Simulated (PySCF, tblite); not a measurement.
Task: What does the GFN2-xTB structure of `c1csc(-c2cccs2)c1` (2,2'-bithiophene) look like in three dimensions?

Result: 
Z-matrix in Å and degrees, rows numbered from 1:
```
C 
C   1  1.3582
S   2  1.7190  1  112.24
C   3  1.7418  2   91.12  1    -0.00
C   4  1.4284  3  120.88  2   179.95
C   5  1.3701  4  128.46  3     0.09
C   6  1.4077  5  113.12  4  -179.95
C   7  1.3583  6  112.75  5    -0.03
S   8  1.7190  7  112.22  6     0.04
C   4  1.3701  3  110.77  2     0.00
H   1  1.0753  2  123.59  3  -179.97
H   2  1.0717  1  128.61  3  -179.98
H   6  1.0757  5  122.72  4     0.08
H   7  1.0753  6  123.67  5   179.99
H   8  1.0718  7  128.63  6  -179.99
H  10  1.0756  1  124.14  2   179.97
```

The 4 C–S bonds span 1.719 Å (C8–S9, aromatic) to 1.742 Å (S3–C4, aromatic), a spread of 0.023 Å. The C–C distances run from 1.358 Å (C1–C2, aromatic) to 1.428 Å (C4–C5, drawn single), a spread of 0.070 Å. S3 (thiophene-type sulfur) is bent (angle 91.1°). Of the pairs four or more bonds apart, S9···H16 is among the closest relative to their van der Waals radii: 2.88 Å, 96 % of the sum of Bondi's values.

Computed geometry: GFN2-xTB, gas phase.

Point group: C2h (every atom within 0.08 Å of its image). Its GFN2-xTB frequencies are all real (lowest 47 cm⁻¹). The numbers are those of one conformer (S3–C4–C5–C6 0°).
